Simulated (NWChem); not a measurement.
A series in which one site is exchanged, each optimised at B3LYP/6-31G* with NWChem, gas phase unless a solvent is named. All stand in one matching conformer (torsions within 35°), which need not be the lowest. Pople sets run with spherical d functions. This build's default masses of Se (78.918 u) and Br (79.917 u) are each other's, which moves their modes by up to 0.6 %.

A: Cl[Si](N)(Br)Cl (SiNH2BrCl2; site = Br)
B: N[SiH](Cl)Cl (SiNH$_{3}$Cl$_{2}$; site = H)
C: N[Si](F)(Cl)Cl (SiNH₂Cl₂F; site = F)
D: Cl[Si](Cl)(N)Cl (SiNH₂Cl₃; site = Cl)

```csv
quantity,A,B,C,D
"dipole (D), B3LYP/6-31G*",2.89,2.85,3.01,…
"static polarisability, B3LYP/def2-SVPD (bohr³)",82.2,62.1,58.9,…
"SMD solvation free energy in water, B3LYP/6-31G* (kcal/mol)",-4.4,-3.7,-3.4,…
```

Complete the blanks.


- dipole (D), B3LYP/6-31G*, D: 2.93
- static polarisability, B3LYP/def2-SVPD (bohr³), D: 73.6
- SMD solvation free energy in water, B3LYP/6-31G* (kcal/mol), D: -3.8
